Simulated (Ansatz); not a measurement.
The cluster Li5 (the lowest doublet isomer of a short search) was relaxed with PBE (def2-TZVP) in Ansatz in these states: neutral doublet, neutral quartet. The geometries follow in no particular order.

A:

```xyz
5

Li    2.0739    1.0552   -0.0664
Li   -2.0738   -1.0555    0.0668
Li   -0.5809    1.2122    1.1181
Li    0.7597   -1.4546    0.6037
Li   -0.1788    0.2427   -1.7222
```

B:

```xyz
5

Li    0.899   -2.346   -0.551
Li   -0.931    2.329    0.562
Li   -0.019   -0.409    1.664
Li   -1.231   -0.203   -1.193
Li    1.281    0.629   -0.482
```

Problem. Judge from the bond lengths which geometry belongs to which state (an estimate).

Solution. A is the neutral quartet (Li3–Li5 3.028 Å, Li4–Li5 3.028 Å, Li1–Li5 2.911 Å); B is the neutral doublet (Li3–Li5 2.715 Å, Li4–Li5 2.740 Å, Li1–Li5 3.000 Å).

At PBE/def2-TZVP the charge 0 doublet is spin-contaminated (final ⟨S²⟩ up to 0.92, 0.75 for a pure state). At PBE0/def2-TZVP a doublet lies 0.14 eV below the neutral quartet. These are the stationary points nearest to one start from a short search; other shapes may lie lower in each state.
